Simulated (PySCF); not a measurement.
F⁺: excitation energy

F⁺ [He] 2s2 2p4 (3P) → F⁺ [He] 2s1 2p5 (3P), as a difference of total energies. Computed with PySCF 2.14 in aug-cc-pVQZ (6s5p4d3f2g, 80 functions), with no relativity, point nucleus. Correlated levels: valence: 1s2 frozen. The calculations carry no spin-orbit coupling.

**Question.** Order these methods by the excitation energy they give, lowest first.
A. SCS-MP2 (valence)
B. CCSD (valence)
C. UHF
D. MP2 (valence)

**Answer.** B (165400 cm⁻¹), A (166570 cm⁻¹), D (167280 cm⁻¹), C (175130 cm⁻¹).

Errors of the correlated levels include the incompleteness of this basis and the frozen core.

For comparison: 164790 cm⁻¹ (measured; NIST levels, between the centres of gravity of the two terms).
